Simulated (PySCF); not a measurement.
FeH2O, neutral, multiplicity 5. Atoms are numbered in the order given.

```xyz
4

Fe    -0.0022     0.4220     0.0000
O     -0.0774    -1.3641     0.0000
H      0.1447     2.0445     0.0000
H      0.5309    -2.1027     0.0000
```
Charge 0, spin multiplicity 5.

Geometry optimised at B3LYP-D3(BJ)/def2-TZVP. The multiplicity is an assumed one; other spin states were not compared.

The numbers are results of PBE0/def2-TZVPD (PySCF), not measurements.

Gas-phase values at a fixed geometry.

Computed frontier levels, dipole moment and polarisability:
```yaml
"α spin, highest occupied and lowest empty level": -7.93 and -0.38 eV
"β spin, highest occupied and lowest empty level": -7.33 and -2.66 eV
dipole_moment: 1.07 D
quadrupole, principal values (traceless, Buckingham form, about the centre of nuclear charge): -7.56, 2.14, 5.42 D·Å
mean_static_polarisability: 35.6 bohr³ (5.27 Å³)
polarisability_principal_values: 30.6, 30.8, 45.3 bohr³
"⟨S²⟩": 6.019 (pure state 6.00)
```
